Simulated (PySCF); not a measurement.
Isomers of C8H16N2, mass 140.131 u with the commonest isotopes. Computed with PBE0/pcSseg-1 in PySCF (dipole) on a GFN2-xTB geometry, gas phase. One conformer each, none proved a minimum here; rigid rotors.

Task: Order these by rotational constant B, largest first.
A. `[CH3:1][CH2:2]/[C:3]([CH3:4])=[N:5]/[N:6]=[CH:7]/[CH:8]([CH3:9])[CH3:10]` with C1–C2–C3–C4 -66°, C3–N5–N6–C7 100°, N6–C7–C8–C9 123°
B. `[CH3:1][C:2]([CH3:3])=[N:4][NH:5][CH:6]1[CH2:7][CH2:8][CH2:9][CH2:10]1` with C2–N4–N5–C6 158°, N4–N5–C6–C7 -81°, N5–C6–C7–C8 -80°, C6–C7–C8–C9 -26°, C7–C8–C9–C10 3°, C8–C9–C10–C6 21°
C. `[CH2:1]=[CH:2][CH2:3][NH:4][N:5]1[CH2:6][CH2:7][CH2:8][CH2:9][CH2:10]1` with C1–C2–C3–N4 -133°, C2–C3–N4–N5 -166°, C3–N4–N5–C6 -84°, N4–N5–C6–C7 174°, N5–C6–C7–C8 58°, C6–C7–C8–C9 -56°, C7–C8–C9–C10 56°

Result: B (653.6 MHz), C (580.4 MHz), A (496.6 MHz).

Task: Order these by rotational constant A, smallest first.
A. `[CH2:1]=[CH:2][CH2:3][NH:4][N:5]1[CH2:6][CH2:7][CH2:8][CH2:9][CH2:10]1` with C1–C2–C3–N4 -133°, C2–C3–N4–N5 -166°, C3–N4–N5–C6 -84°, N4–N5–C6–C7 174°, N5–C6–C7–C8 58°, C6–C7–C8–C9 -56°, C7–C8–C9–C10 56°
B. `[CH3:1][CH2:2]/[C:3]([CH3:4])=[N:5]/[N:6]=[CH:7]/[CH:8]([CH3:9])[CH3:10]` with C1–C2–C3–C4 -66°, C3–N5–N6–C7 100°, N6–C7–C8–C9 123°
C. `[CH3:1][C:2]([CH3:3])=[N:4][NH:5][CH:6]1[CH2:7][CH2:8][CH2:9][CH2:10]1` with C2–N4–N5–C6 158°, N4–N5–C6–C7 -81°, N5–C6–C7–C8 -80°, C6–C7–C8–C9 -26°, C7–C8–C9–C10 3°, C8–C9–C10–C6 21°

Result: C (2859 MHz), B (3194 MHz), A (3838 MHz).

Task: Order these by dipole moment, smallest first.
A. `[CH3:1][CH2:2]/[C:3]([CH3:4])=[N:5]/[N:6]=[CH:7]/[CH:8]([CH3:9])[CH3:10]` with C1–C2–C3–C4 -66°, C3–N5–N6–C7 100°, N6–C7–C8–C9 123°
B. `[CH3:1][C:2]([CH3:3])=[N:4][NH:5][CH:6]1[CH2:7][CH2:8][CH2:9][CH2:10]1` with C2–N4–N5–C6 158°, N4–N5–C6–C7 -81°, N5–C6–C7–C8 -80°, C6–C7–C8–C9 -26°, C7–C8–C9–C10 3°, C8–C9–C10–C6 21°
C. `[CH2:1]=[CH:2][CH2:3][NH:4][N:5]1[CH2:6][CH2:7][CH2:8][CH2:9][CH2:10]1` with C1–C2–C3–N4 -133°, C2–C3–N4–N5 -166°, C3–N4–N5–C6 -84°, N4–N5–C6–C7 174°, N5–C6–C7–C8 58°, C6–C7–C8–C9 -56°, C7–C8–C9–C10 56°

Result: C (1.23 D), B (1.77 D), A (1.90 D).

```csv
SMILES,point group,Ia (u·Å²),Ib (u·Å²),Ic (u·Å²),κ,μa (D),μb (D),μc (D)
CC(C)=NNC1CCCC1,C1,176.79,773.25,795.22,-0.98,0.42,1.64,0.54
CC/C(C)=N/N=C/C(C)C,C1,158.21,1017.63,1086.06,-0.98,0.29,1.42,1.24
C=CCNN1CCCCC1,C1,131.68,870.79,953.84,-0.97,0.59,0.88,0.64
```
